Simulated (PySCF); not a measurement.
**Zinc: a sound run and one with changed settings**

Sound run: Zn [Ar] 3d10 4s2, Zn⁺ [Ar] 3d10 4s1. Computed with PySCF 2.14 in Sapporo-DKH3-DZP-2012 (6s4p3d1f, 40 functions), with the spin-free X2C one-electron Hamiltonian (Gaussian nucleus). The sound run starts from symmetry-adapted Hartree-Fock orbitals and uses a fine grid where one is needed.

A second run was set up differently.

```json
{"species": "Zn", "method": "UHF", "sound run (hartree)": "-1794.22554", "changed run (hartree)": "-1794.22554", "converged": "yes"}
{"species": "Zn", "method": "LDA", "sound run (hartree)": "-1792.88659", "changed run (hartree)": "-1798.87352", "converged": "yes"}
{"species": "Zn", "method": "r2SCAN", "sound run (hartree)": "-1795.84549", "changed run (hartree)": "-1804.10194", "converged": "yes"}
{"species": "Zn⁺", "method": "UHF", "sound run (hartree)": "-1793.93776", "changed run (hartree)": "-1793.93776", "converged": "yes"}
{"species": "Zn⁺", "method": "LDA", "sound run (hartree)": "-1792.52732", "changed run (hartree)": "-1798.50615", "converged": "yes"}
{"species": "Zn⁺", "method": "r2SCAN", "sound run (hartree)": "-1795.50514", "changed run (hartree)": "-1803.75252", "converged": "yes"}
```

Ionisation energy of Zn:

```
method  sound run (eV)  changed run (eV)
   UHF           7.831             7.831
```

**Question.** What was changed?
A. a valence shell is frozen
B. minimal basis
C. angular grid far too coarse
D. basis contracted for another Hamiltonian

**Answer.** C. It used 6 angular points. A coarse angular grid integrates products of high-l functions wrongly, so density functionals can shift, and the SCF can exploit the error; Hartree-Fock and MP2 need no grid.
